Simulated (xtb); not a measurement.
C2H8N, charge +1, singlet, from a rough starting geometry; GFN2-xTB run with xtb 6.7.1.

Here is a job for xtb.
```
$ xtb mol.xyz --gfn 2 --chrg 1 --opt vtight --json

# file mol.xyz
11

C      1.25871251    -0.36916570    -0.02460801
C      0.03467260     0.56791989     0.02595778
N     -1.29990234    -0.06290585     0.00601065
H      2.11297453     0.19463494     0.01633773
H      1.21186895    -1.02125822     0.86797331
H      1.25357444    -1.01185297    -0.89038586
H      0.06106550     1.19688924    -0.90693346
H      0.07862721     1.20789157     0.94156856
H     -1.33518936    -0.72594947     0.79159585
H     -1.35148047    -0.61335134    -0.80618308
H     -2.00678933     0.59543575    -0.01626340
```

The log (banner, timings and long lists left out):

```
   ID    Z sym.   atoms
    1    6 C      1, 2
    2    7 N      3
    3    1 H      4-11

           -------------------------------------------------
          |                Calculation Setup                |
           -------------------------------------------------

           -------------------------------------------------
          |                 G F N 2 - x T B                 |
           -------------------------------------------------

          ...................................................
          :                      SETUP                      :
          :.................................................:
          :  # basis functions                  20          :
          :  # atomic orbitals                  20          :
          :  # shells                           14          :
          :  # electrons                        20          :
          :  max. iterations                   250          :
          :  Hamiltonian                  GFN2-xTB          :
          :  restarted?                      false          :
          :  GBSA solvation                  false          :
          :  PC potential                    false          :
          :  electronic temp.          300.0000000     K    :
          :  accuracy                    1.0000000          :
          :  -> integral cutoff          0.2500000E+02      :
          :  -> integral neglect         0.1000000E-07      :
          :  -> SCF convergence          0.1000000E-05 Eh   :
          :  -> wf. convergence          0.1000000E-03 e    :
          :  Broyden damping             0.4000000          :
          :  net charge                          1          :
          :  unpaired electrons                  0          :
          ...................................................

 iter      E             dE          RMSdq      gap      omega  full diag
   1    -10.8991565 -0.108992E+02  0.407E+00   12.67       0.0  T
   2    -11.0000673 -0.100911E+00  0.203E+00   11.16       1.0  T
   3    -11.0022103 -0.214300E-02  0.126E+00   10.80       1.0  T
   4    -11.0026021 -0.391712E-03  0.185E-01   10.45       1.0  T
   5    -11.0026129 -0.108002E-04  0.811E-02   10.45       1.0  T
   6    -11.0026141 -0.124726E-05  0.152E-02   10.48       2.0  T
   7    -11.0026148 -0.663254E-06  0.308E-03   10.48       9.8  T
   8    -11.0026148 -0.899276E-08  0.453E-04   10.48      66.5  T
   9    -11.0026148 -0.405374E-09  0.160E-04   10.48     189.0  T

   *** convergence criteria satisfied after 9 iterations ***

         :::::::::::::::::::::::::::::::::::::::::::::::::::::
         ::                     SUMMARY                     ::
         :::::::::::::::::::::::::::::::::::::::::::::::::::::
         :: total energy             -10.825206725216 Eh    ::
         :: gradient norm              0.133949027976 Eh/a0 ::
         :: HOMO-LUMO gap             10.478753206257 eV    ::
         ::.................................................::
         :: SCC energy               -11.002613498311 Eh    ::
         :: -> isotropic ES            0.114661268100 Eh    ::
         :: -> anisotropic ES         -0.010217621848 Eh    ::
         :: -> anisotropic XC          0.009195602028 Eh    ::
         :: -> dispersion             -0.003040419949 Eh    ::
         :: repulsion energy           0.177406773095 Eh    ::
         :: add. restraining           0.000000000000 Eh    ::
         :: total charge               1.000000000000 e     ::
         :::::::::::::::::::::::::::::::::::::::::::::::::::::

      -----------------------------------------------------------
     |                   =====================                   |
     |                        A N C O P T                        |
     |                   =====================                   |
     |               Approximate Normal Coordinate               |
     |                Rational Function Optimizer                |
[...]
 * total energy  :   -10.8252067 Eh     change       -0.3529443E-10 Eh
 * total energy  :   -10.8371548 Eh     change       -0.1194804E-01 Eh
 * total energy  :   -10.8383385 Eh     change       -0.1183748E-02 Eh
 * total energy  :   -10.8384460 Eh     change       -0.1075333E-03 Eh
 * total energy  :   -10.8384773 Eh     change       -0.3123190E-04 Eh
 * total energy  :   -10.8384829 Eh     change       -0.5619319E-05 Eh
 * total energy  :   -10.8384838 Eh     change       -0.9000418E-06 Eh
 * total energy  :   -10.8384840 Eh     change       -0.1877447E-06 Eh
 * total energy  :   -10.8384840 Eh     change       -0.5902587E-07 Eh
   *** GEOMETRY OPTIMIZATION CONVERGED AFTER 9 ITERATIONS ***
         :: total energy             -10.838484047013 Eh    ::
[...]
         8        2.0000           -0.6631187             -18.0444
         9        2.0000           -0.6371468             -17.3376
        10        2.0000           -0.6266550             -17.0521 (HOMO)
        11                         -0.2710522              -7.3757 (LUMO)
        12                         -0.1661976              -4.5225
        13                         -0.1075081              -2.9254
        14                         -0.1051281              -2.8607
        15                         -0.0620454              -1.6883
        16                         -0.0047273              -0.1286
        17                         -0.0043028              -0.1171
        18                          0.0270857               0.7370
        19                          0.0724203               1.9707
        20                          0.1004141               2.7324
      -------------------------------------------------------------
                  HL-Gap            0.3556028 Eh            9.6764 eV
             Fermi-level           -0.4488536 Eh          -12.2139 eV

     #   Z          covCN         q      C6AA      α(0)
     1   6 C        3.753    -0.144    23.343     6.890
     2   6 C        3.729    -0.027    21.156     6.566
     3   7 N        3.483    -0.128    23.758     7.239
     4   1 H        0.925     0.105     1.737     2.061
     5   1 H        0.925     0.077     2.007     2.215
     6   1 H        0.925     0.077     2.006     2.215
     7   1 H        0.924     0.110     1.696     2.036
     8   1 H        0.924     0.110     1.696     2.036
     9   1 H        0.859     0.274     0.795     1.397
    10   1 H        0.859     0.274     0.795     1.397
    11   1 H        0.859     0.270     0.810     1.410

 Mol. C6AA /au·bohr⁶  :        561.986265
 Mol. C8AA /au·bohr⁸  :      11295.022521
 Mol. α(0) /au        :         35.463376

Wiberg/Mayer (AO) data.
largest (>0.10) Wiberg bond orders for each atom

 ---------------------------------------------------------------------------
     #   Z sym  total        # sym  WBO       # sym  WBO       # sym  WBO
 ---------------------------------------------------------------------------
     1   6 C    3.974 --     2 C    1.027     6 H    0.980     5 H    0.980
                             4 H    0.968
     2   6 C    3.890 --     1 C    1.027     8 H    0.967     7 H    0.967
                             3 N    0.921
     3   7 N    3.675 --     2 C    0.921    11 H    0.913    10 H    0.909
                             9 H    0.909
     4   1 H    0.989 --     1 C    0.968
     5   1 H    0.994 --     1 C    0.980
     6   1 H    0.994 --     1 C    0.980
     7   1 H    0.988 --     2 C    0.967
     8   1 H    0.988 --     2 C    0.967
     9   1 H    0.925 --     3 N    0.909
    10   1 H    0.925 --     3 N    0.909
    11   1 H    0.927 --     3 N    0.913
 ---------------------------------------------------------------------------

Topologies differ in total number of bonds
Writing topology from bond orders to xtbtopo.mol

molecular dipole:
                 x           y           z       tot (Debye)
 q only:       -1.625      -0.091      -0.005
   full:       -1.877      -0.151      -0.007       4.787
molecular quadrupole (traceless):
                xx          xy          yy          xz          yz          zz
 q only:        5.797       0.700      -2.489       0.034       0.015      -3.308
  q+dip:        5.138       0.688      -2.762       0.029      -0.004      -2.376
   full:        5.677       0.777      -2.771       0.034       0.004      -2.906

optimized geometry written to: xtbopt.xyz

           -------------------------------------------------
          | TOTAL ENERGY              -10.838484047013 Eh   |
          | GRADIENT NORM               0.000070322219 Eh/α |
          | HOMO-LUMO GAP               9.676443590482 eV   |
           -------------------------------------------------
```
